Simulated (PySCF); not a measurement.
```xyz
4

B      0.0000     0.0000     0.0000
H     -0.8401    -0.8477    -0.0002
H     -0.3140     1.1514     0.0001
H      1.1542    -0.3037     0.0001
```

Charge 0, multiplicity 1.

Q: Give the Mulliken and meta-Löwdin atomic charges from M06-2X/def2-TZVP // PBE0-D3(BJ)/def2-TZVP (PySCF).

A: 
```csv
atom,Mulliken (e),meta-Löwdin (e)
B1,-0.07,-0.05
H2,0.02,0.02
H3,0.02,0.02
H4,0.02,0.02
```
